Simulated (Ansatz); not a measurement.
Ansatz (a program for electronic structure) input (wB97M-V/def2-TZVPD):

Ansatz 0.2 input:
```yaml
crystal:
  periodic: [false, false, false]
  atoms:
    - {symbol: Al, position_ang: [-0.00000000, -0.00000000, -1.12859035]}
    - {symbol: S, position_ang: [0.00000000, 0.00000000, 0.91697966]}
basis:
  gaussian:
    orbitals: def2-TZVPD
hamiltonian:
  xc: {name: wB97M-V}
total_charge: 1
magnetization: {spin_polarized: true, initial_magnetization: 2}
```

Output:

```
Functional definition: wB97M-V
integrals: 0.03 GiB planned
569 factors; their error is unknown
integrals: 0.07 GiB planned
141 factors; integrals over basis functions are off by at most 5.0e-4 eV
mean field: 0.43 GiB planned
mean field evaluation 1: about -17419.3540 eV, gradient 2.1e1 eV
mean field evaluation 2: about -17420.7741 eV, gradient 1.8e1 eV
mean field evaluation 4: about -17422.2925 eV, gradient 5.2e-1 eV
mean field evaluation 8: about -17422.3220 eV, gradient 7.1e-2 eV
mean field evaluation 16: about -17422.3223 eV, gradient 1.6e-4 eV
mean field -17422.32225646 eV, -640.2585336506 hartree, gradient 1.1e-5 eV, S^2 2.004732; 0 other end points of the search recorded, 0 dependent functions left out
reference -17422.32229272 eV, -640.2585349831 hartree; 15, 13 occupied and 74, 76 virtual orbitals, 569 factors
Total energy: -17422.32229272 eV, -640.2585349831 hartree
```

This state (charge 1, triplet) is run at the relaxed geometry of the species with charge 0 and multiplicity 2.
